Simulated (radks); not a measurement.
The gadolinium ion Gd5+, configuration [Kr] 4d10 4f6 5s2 5p5 (the NIST ground configuration). Method: Dirac Kohn-Sham, BLYP, spin-unpolarised, spherical densities, finite nucleus; open shells fill j = l - 1/2 first; Fermi nuclear charge, rms radius 5.1569 fm; computed with a radial shooting solver on a logarithmic mesh with Libxc functionals. Some entries of the table are withheld. Estimate them.

orbital,occ.,eigenvalue (hartree),<r> (bohr),<1/r> (bohr^-1)
1s1/2,2,(1),0.02191,71.65
2s1/2,2,-305.8537,0.09275,17.09
2p1/2,2,-290.5769,0.07745,17.08
2p3/2,4,-264.9970,0.08429,15.09
3s1/2,2,-69.61247,0.2440,6.230
3p1/2,2,-62.98503,0.2336,6.146
3p3/2,4,-57.73913,0.2467,5.643
3d3/2,4,-46.27967,0.2188,5.521
3d5/2,6,-45.13677,0.2228,5.395
4s1/2,2,-15.85000,0.5519,2.610
4p1/2,2,-13.26670,0.5635,2.505
4p3/2,4,-12.09149,0.5927,2.334
4d3/2,4,-7.82856,(2),2.121
4d5/2,6,-7.61484,(3),2.079
5s1/2,2,-3.89214,1.277,1.049
5p1/2,2,-3.12699,1.393,0.9507
5p3/2,3,-2.93358,1.464,0.8956
4f5/2,6,(4),0.7863,1.611
4f7/2,0,(5),0.7939,1.596
5d3/2,0,-1.85491,1.839,0.6992
5d5/2,0,-1.83033,1.865,0.6886
6s1/2,0,-1.55447,2.687,0.4858

Answer. 
(1) 1s1/2 eigenvalue (hartree): -1841.540
(2) 4d3/2 <r> (bohr): 0.6265
(3) 4d5/2 <r> (bohr): 0.6366
(4) 4f5/2 eigenvalue (hartree): -2.56302
(5) 4f7/2 eigenvalue (hartree): -2.53233
